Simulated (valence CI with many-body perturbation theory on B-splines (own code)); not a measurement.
Mo21+: what the settings do

Calculated by relativistic CI+MBPT: three valence electrons over a frozen Dirac-Fock core [Ar], radial functions for each j: 6 s, 6 p, 5 d, 5 f, 1 g, with the one-electron correlation potential Σ1 (screened to all orders), the two-electron term Σ2, the three-electron term Σ3, Breit, model QED; selected single and double excitations, second order for the rest, scaled by the run's own slope (own B-spline code, finite nucleus).

No measured spectrum was set against this ion. As an estimate, terms of the open shell hold to 2 to 4 % of their energy, and close levels can change places. Only levels of the ground parity were solved; by the run's estimate the other parity begins above the list, which can be wrong where configurations are misplaced.

The reference run has the lowest level 3d3 4F_3/2 and an ionisation energy of 953.599 eV. Its largest variational space holds 2221 state functions.

Names give the largest LS component (configuration and term), which can be under half, so a name can repeat, a term be missing and a line seem to break the LS rules; names also repeat where a configuration has a term twice. Letters in brackets count levels of one name in rising energy.

Changed runs:
A. Davidson tolerance 2e-05 → 0.0003
B. highest l with Σ1, explicit Σ2 and valence Breit (higher l get mean screening factors) 3 → 0
C. lowest core n in screening and Σ2 1 → 2
D. Davidson iteration limit 60 → 3 (bad on purpose)

Excitation energies of the reference run in cm⁻¹, and shifts in cm⁻¹:

```
                 Level  Reference  A       B         C  D
            3d3 4F_5/2      16966  0    -554      +0.1  0
            3d3 4F_7/2      32674  0    -280      +0.1  0
            3d3 4F_9/2      45479  0    +481      +0.2  0
            3d3 4P_3/2      59355  0   +3615      +0.7  0
            3d3 4P_1/2      65891  0   +3813      +0.9  0
            3d3 2G_7/2      81656  0    +984      +0.4  0
            3d3 2H_9/2      85308  0   +1239      +0.6  0
            3d3 4P_5/2      88990  0   +3012      +1.1  0
        3d3 2D_3/2 [a]     100559  0   +2093      +0.7  0
            3d3 2P_1/2     107624  0   +3193      +0.8  0
           3d3 2H_11/2     116721  0   +1771      +0.8  0
        3d3 2D_5/2 [a]     124075  0   +2729      +0.8  0
Ionisation energy (eV)    953.599  0  -2.411  +0.00011  0
```

No effect on these energies: A.

Run D: The Davidson iterations stopped at their limit.
